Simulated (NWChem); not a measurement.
Molecule: C2H6OSi; SMILES O=CC[SiH3]

```xyz
10

O     -0.4214     2.1386    -0.2073
C      0.2020     1.3037     0.3924
C      0.8217     0.0920    -0.2270
Si    -0.2463    -1.4665     0.0014
H      0.3364     1.3803     1.5048
H      1.7967    -0.1213     0.2425
H      0.9556     0.2576    -1.3076
H     -1.5486    -1.3022    -0.7061
H     -0.5001    -1.6990     1.4554
H      0.4900    -2.6371    -0.5601
```
Atoms are numbered in this order, from 1.

Computed with NWChem. Pople sets run with spherical d functions. Geometry: optimised at PBE0/def2-SVP. B3LYP is NWChem's, with the RPA form of VWN correlation. Atomic charges in e: unrestrained fits to the electrostatic potential beside Mulliken populations; buried atoms are poorly determined by the fit.

For level Hartree-Fock/6-31G*:

- Mulliken O1: -0.50
- Mulliken C2: 0.35
- Mulliken C3: -0.72
- ESP Si4: 0.56
- Mulliken Si4: 0.69

Task: What are these values for level B3LYP/def2-SVP?

Result: The Mulliken O1 comes out as -0.20. The Mulliken C2 comes out as 0.12 and the Mulliken C3 is -0.20. The ESP Si4 comes out as 0.44 and the Mulliken Si4 is 0.41.
